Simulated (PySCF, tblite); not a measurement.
System: F₂Si, singlet: map of symmetric stretch and bend. Scanned: Si-F bond length and F-Si-F angle.

Methods: GFN2-xTB, 300 K electronic temperature (tblite); RHF/cc-pVDZ (PySCF); r2SCAN/cc-pVDZ (PySCF); wB97X-V/cc-pVDZ (PySCF); MP2 on RHF/cc-pVDZ, 7 core orbitals frozen (PySCF); CCSD on RHF/cc-pVDZ, 7 core orbitals frozen (PySCF); CCSD(T) on RHF/cc-pVDZ, 7 core orbitals frozen (PySCF).

Energies in kcal/mol at chosen points (x: Si-F bond length (Å); y: F-Si-F angle (°)), relative to x = 1.68, y = 102.27:

```json
[
 {"method": "GFN2-xTB", "(1.84, 93.64)": "15.1", "(1.76, 162.73)": "52.1", "(1.76, 154.09)": "42.4", "(2, 119.55)": "42.4", "(1.44, 154.09)": "87.7", "(1.60, 154.09)": "44.2", "(1.84, 145.45)": "39.3"},
 {"method": "RHF", "(1.84, 93.64)": "22.6", "(1.76, 162.73)": "53.1", "(1.76, 154.09)": "47.3", "(2, 119.55)": "64.9", "(1.44, 154.09)": "92.0", "(1.60, 154.09)": "46.3", "(1.84, 145.45)": "50.3"},
 {"method": "r2SCAN", "(1.84, 93.64)": "17.6", "(1.76, 162.73)": "39.8", "(1.76, 154.09)": "35.3", "(2, 119.55)": "52.3", "(1.44, 154.09)": "87.0", "(1.60, 154.09)": "37.7", "(1.84, 145.45)": "38.1"},
 {"method": "wB97X-V", "(1.84, 93.64)": "19.2", "(1.76, 162.73)": "41.9", "(1.76, 154.09)": "37.2", "(2, 119.55)": "56.8", "(1.44, 154.09)": "88.3", "(1.60, 154.09)": "38.6", "(1.84, 145.45)": "40.8"},
 {"method": "MP2", "(1.84, 93.64)": "18.8", "(1.76, 162.73)": "42.5", "(1.76, 154.09)": "37.7", "(2, 119.55)": "56.1", "(1.44, 154.09)": "90.4", "(1.60, 154.09)": "39.6", "(1.84, 145.45)": "41.0"},
 {"method": "CCSD", "(1.84, 93.64)": "19.1", "(1.76, 162.73)": "44.0", "(1.76, 154.09)": "39.2", "(2, 119.55)": "57.3", "(1.44, 154.09)": "90.7", "(1.60, 154.09)": "40.6", "(1.84, 145.45)": "42.5"},
 {"method": "CCSD(T)", "(1.84, 93.64)": "18.3", "(1.76, 162.73)": "41.5", "(1.76, 154.09)": "37.1", "(2, 119.55)": "54.9", "(1.44, 154.09)": "90.1", "(1.60, 154.09)": "39.3", "(1.84, 145.45)": "40.3"}
]
```
